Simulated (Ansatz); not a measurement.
FGe2H6N (`[F][GeH2][NH][GeH3]`), 10 atoms. The species carries charge 0 and has multiplicity 1. Correlated methods include outer-core shells of Ge, which these sets cover unevenly. Scalar relativity is left out up to krypton. Hardware: A = 2 threads of an AMD EPYC 7R13 on a shared host and a share of an NVIDIA H100 80 GB; B = 2 threads of an AMD EPYC 7R13 on a shared host. Correlated methods freeze the cores. Open-shell runs search over several starts.

Task: How many basis functions does each run have, and how long does it take in Ansatz? UHF-CCSD(T)/def2-TZVPP energy of the cation [A]; RKS ωB97M-V/def2-QZVPP energy [A]; direct RPA on PBE orbitals/def2-TZVPP energy [B]; UKS ωB97X-V/def2-TZVPP energy of the cation [B]; UKS ωB97M-V/def2-TZVPP energy of the cation [B]; RHF-CCSD(T)/def2-TZVPP energy [A]; RKS ωB97M-V/def2-TZVPP energy and forces [B]; RKS r2SCAN-D4/def2-TZVPP energy and forces [B]; RKS PBE0-D4/def2-TZVP frequencies [A]; RKS r2SCANh-D4/def2-TZVPP energy [B]; RKS PBE0-D4/def2-QZVPP energy [A]; UKS PBE0-D4/def2-TZVPP energy of the cation [B]. (An estimate is asked.)

Result: Computed: Other jobs shared the machine, so times are rough.

```csv
level,job,functions,wall time,peak host memory (GiB)
RKS PBE0-D4/def2-QZVPP,energy [A],472,3.2 s,1.1
RHF-CCSD(T)/def2-TZVPP,energy [A],242,4.4 s,0.85
RKS r2SCAN-D4/def2-TZVPP,energy and forces [B],242,6.5 s,0.4
direct RPA on PBE orbitals/def2-TZVPP,energy [B],242,7.5 s,0.61
RKS ωB97M-V/def2-QZVPP,energy [A],472,7.5 s,1.2
RKS r2SCANh-D4/def2-TZVPP,energy [B],242,8 s,0.87
UHF-CCSD(T)/def2-TZVPP,energy of the cation [A],242,9 s,1.1
UKS PBE0-D4/def2-TZVPP,energy of the cation [B],242,17 s,1.1
RKS ωB97M-V/def2-TZVPP,energy and forces [B],242,19 s,1.1
UKS ωB97X-V/def2-TZVPP,energy of the cation [B],242,26 s,1.4
UKS ωB97M-V/def2-TZVPP,energy of the cation [B],242,31 s,1.4
RKS PBE0-D4/def2-TZVP,frequencies [A],194,46 s,0.93
```
